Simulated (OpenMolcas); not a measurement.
# Co²⁺: the spin-orbit constant, worked from levels

| Quantity | Value |
| --- | --- |
| Program | OpenMolcas 26.06 |
| Basis | ANO-R1 [5s3p2d1f] |
| Scalar Hamiltonian | X2C, finite nucleus |
| Active space | 7 electrons in 5 orbitals (3d) |
| State averaging | 2S+1 = 4 even, 10 roots; 2S+1 = 2 even, 40 roots |
| Spin-orbit coupling | state interaction with AMFI integrals over the reference wave functions, term energies averaged over their components |

Methods: CASSCF; MS-CASPT2, IPEA 0.25 Eh, imaginary shift 0.1 Eh (closed shells correlated: 3s 3p). Measured levels: Sugar and Corliss, J. Phys. Chem. Ref. Data 10, 1097 (1981).

**The spin-orbit constant.** For the Hund term ⁴F of d7, E(J) = (A/2) J(J+1) + constant and ζ = -2S·A = -3A. From J = 3/2 to J = 9/2 the energy changes by 10.5 A.

| Source | E(9/2) - E(3/2) | A | ζ |
| --- | --- | --- | --- |
| CASSCF | -1891.4 | -180.1 | 540 |
| MS-CASPT2 | -1886.9 | -179.7 | 539 |
| measured | -1866.8 | -177.8 | 533 |

All in cm-1. MS-CASPT2 is off by +1.1 % and CASSCF by +1.3 %. Both methods take the spin-orbit matrix elements from the reference wave functions, so the second can move ζ only through the term energies and any multistate remixing. Second-order mixing with other terms is absorbed into this ζ.

CASPT2 does not keep the components of a term degenerate, so their means are used; among the terms shown or strongly mixed into the levels shown the widest spread is 900 cm-1 (3d⁷ ⁴F, MS-CASPT2). Without dynamic correlation excited terms often stand tens of per cent too high (terms of higher spin than the ground term too low), and those without a measured partner can miss by more than the paired ones (holds for CASSCF). Measured partners are found by configuration, term and J. A level has none where our copy of the source lacks it or the pairing is in doubt (some pairs that miss far off the trend of their configuration count as doubtful), and it then counts in no deviation. Levels of configurations outside the active space are missing.
